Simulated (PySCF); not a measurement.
## Static response to an electric field

C₆H₁₁Cl.
Cartesian coordinates in Å at the PBE0-D3(BJ)/def2-SVP level; atoms count from 1:
```
atom  x, y, z in Å
Cl1    2.392    2.302   -1.489
C2     2.533    1.104   -0.158
C3     1.197    0.513    0.244
C4     0.156    1.541    0.748
C5    -1.190    1.122    0.128
C6    -0.969   -0.303   -0.386
C7     0.480   -0.278   -0.855
H8     3.224    0.327   -0.514
H9     3.007    1.633    0.681
H10    1.430   -0.186    1.068
H11    0.118    1.546    1.848
H12    0.436    2.558    0.433
H13   -1.430    1.781   -0.722
H14   -2.030    1.197    0.835
H15   -1.084   -1.028    0.438
H16   -1.680   -0.594   -1.175
H17    0.557    0.274   -1.807
H18    0.916   -1.276   -1.014
```

Level: PBE0/def2-SVPD (PySCF), static field, nuclei fixed, core orbitals frozen in the response. The polarisability tensor in these axes (au):

```
x   87.92  4.74 -3.43
y    4.74 81.92 -2.40
z   -3.43 -2.40 79.03
```

Diagonalise the tensor; give its mean and Δα, where Δα² is half the sum of the squared differences of the eigenvalues.

Principal values 77.58, 79.42 and 91.87 au; mean 82.95 au = 12.29 Å³ = 13.68 × 10⁻⁴⁰ C²·m²/J; Δα = 13.47 au (16 % of the mean).

What is the dipole moment, and where does it point?

(-0.24, -1.42, 1.49) D, 2.08 D in size, pointing from the negative to the positive side. Measured along this direction, the outermost atoms are Cl1 at the negative end and H15 at the positive end.

Molar refractivity from α?

Lorentz–Lorenz: R = (4π/3)N_A α = 2.5225 cm³/(mol·Å³) × 12.29 Å³ = 31.0 cm³/mol, in the limit of long wavelengths.

What depolarisation ratio follows for Rayleigh scattering of linearly polarised light, taking the static tensor?

ρ = 3Δα²/(45ᾱ² + 4Δα²) = 544.2/(309663 + 725.6) = 0.00175.

Give the principal axes and the span of the nuclei along them.

Largest value along (0.83, 0.47, -0.31), where the nuclei span 5.03 Å; middle along (-0.54, 0.81, -0.22), 3.75 Å; least along (0.14, 0.35, 0.92), 3.81 Å. 

Refractivity n − 1 of an ideal gas of it at 273.15 K and 1 atm, from the electronic α?

N = p/kT = 2.6868 × 10¹⁹ cm⁻³, so n − 1 = 2π × N × 12.29 × 10⁻²⁴ cm³ = 2075 × 10⁻⁶ at long wavelengths.

What are the principal values of the traceless quadrupole moment, Θ = ½Σq(3rr − r²1), about the centre of nuclear charge?

-5.70, 0.69, 5.01 D·Å. The values depend on the origin, since the dipole doesn't vanish. The electronic extent ⟨r²⟩ about the same centre is 1044 bohr², a root-mean-square distance of 2.14 Å for the 64 electrons.

Isolated species at its PBE0-D3(BJ)/def2-SVP geometry (one conformer only).
